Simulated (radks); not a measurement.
Sm III, configuration [Kr] 4d10 4f6 5s1 5p6 5d1 (not the ground configuration). Calculated with a radial shooting solver on a logarithmic mesh with Libxc functionals: Dirac Kohn-Sham, PBEsol, spin-unpolarised, spherical densities, point nucleus; open shells are shared between the two j in proportion to 2j + 1.

Normalised radial functions P(r) = r R(r) (large component), r in bohr:

```
   r/bohr * 5p3/2, o 4f5/2, + 5d3/2 (the largest magnitude, 1.02, reaches the edge; | marks zero, & curves that meet)
 0.002255                             &
 0.002604                             &
 0.003031                             &
 0.003501                             &
 0.004043                             &
 0.004707                             &
 0.005436                             &
 0.006278                             &
 0.007308                             &*
  0.00844                             &*
 0.009748                             &*
  0.01126                             &*
  0.01311                             & *
  0.01514                             & *
  0.01748                             & *
  0.02035                             &  *
   0.0235                             &  *
  0.02714                             &   *
   0.0316                             o+   *
  0.03649                             o+   *
  0.04214                             o+   *
  0.04867                             o+    *
  0.05666                             o +  *
  0.06543                             o +  *
  0.07557                             |o +*
  0.08797                             |o* +
   0.1016                             * o +
   0.1173                          *  |  o +
   0.1366                        *    |   o+
   0.1578                      *      |    &
   0.1822                     *       |    + o
   0.2104                     *       |  +      o
   0.2449                        *    |+          o
   0.2829                            &|              o
   0.3267                          +  |  *               o
   0.3803                       +     |       *             o
   0.4392                     +       |          *            o
   0.5073                     +       |           *             o
   0.5905                      +      |         *                o
    0.682                        +    |   *                      o
   0.7876                          * +|                        o
   0.9096                   *         |  +                   o
    1.059            *                |       +            o
    1.223       *                     |           +     o
    1.412     *                       |              &
    1.644      *                      |           o     +
    1.899         *                   |        o         +
    2.193             *               |      o          +
    2.553                  *          |    o          +
    2.948                      *      |  o          +
    3.405                         *   | o        +
    3.933                           * |o      +
    4.578                            *|o   +
    5.287                             &  +
    6.106                             & +
    7.108                             &+
    8.209                             &
```

5p3/2: eigenvalue -37.944 eV, 3 radial nodes at r = 0.100, 0.295, 0.746 bohr, <r> = 1.65 bohr, 90 % of the charge inside 2.41 bohr. 4f5/2: eigenvalue -19.452 eV, 0 radial nodes, <r> = 0.953 bohr, 90 % of the charge inside 1.65 bohr. 5d3/2: eigenvalue -15.300 eV, 2 radial nodes at r = 0.268, 0.825 bohr, <r> = 2.39 bohr, 90 % of the charge inside 3.66 bohr.
